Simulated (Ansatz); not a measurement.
GeH$_{8}$Si$_{2}$ (`[SiH3][GeH2][SiH3]`). Total charge 0; spin multiplicity 1.

Cartesian coordinates in Å:
```
Si -1.530 -0.852 0.956
Ge -0.463 0.407 -0.757
Si 1.882 0.543 -0.381
H -1.283 -0.213 2.276
H -0.975 -2.231 0.984
H -2.997 -0.929 0.727
H -0.730 -0.252 -2.124
H -1.061 1.827 -0.803
H 2.550 1.326 -1.453
H 2.465 -0.825 -0.351
H 2.143 1.199 0.928
```

List the harmonic frequencies (cm⁻¹, unscaled) at PBE0-D4/def2-TZVP in Ansatz. (Best estimate.)

The calculation gave: 77, 81, 86, 295, 337, 369, 416, 438, 549, 562, 653, 684, 852, 862, 894, 937, 938, 941, 942, 2127, 2134, 2216, 2219, 2229, 2230, 2231, 2232.

Is this a minimum?

Yes, all 27 modes are real.

Give the ideal-gas thermochemistry at 298.15 K and 1 bar (rigid rotor, harmonic oscillator; point group C2v, symmetry number 2).

Zero-point energy 170.6 kJ/mol; H(298) − E = 193.7 kJ/mol; entropy 361.2 J/(mol·K), of which translation 170.2, rotation 108.2, vibration 82.8; G(298) − E = 86.0 kJ/mol. Modes under 100 cm⁻¹ are hindered rotations or soft bends, so the harmonic entropy is rough.

And at 400, 500, 600, 800 and 1000 K?


```json
{"T (K)": "400", "H − E (kJ/mol)": "207.3", "S (J/mol/K)": "400.1", "G − E (kJ/mol)": "47.2"}
{"T (K)": "500", "H − E (kJ/mol)": "222.5", "S (J/mol/K)": "434.0", "G − E (kJ/mol)": "5.5"}
{"T (K)": "600", "H − E (kJ/mol)": "239.2", "S (J/mol/K)": "464.5", "G − E (kJ/mol)": "-39.4"}
{"T (K)": "800", "H − E (kJ/mol)": "276.3", "S (J/mol/K)": "517.7", "G − E (kJ/mol)": "-137.8"}
{"T (K)": "1000", "H − E (kJ/mol)": "317.1", "S (J/mol/K)": "563.1", "G − E (kJ/mol)": "-246.0"}
```

Rotational constants (cm⁻¹)?

0.2065, 0.06459, 0.05193.
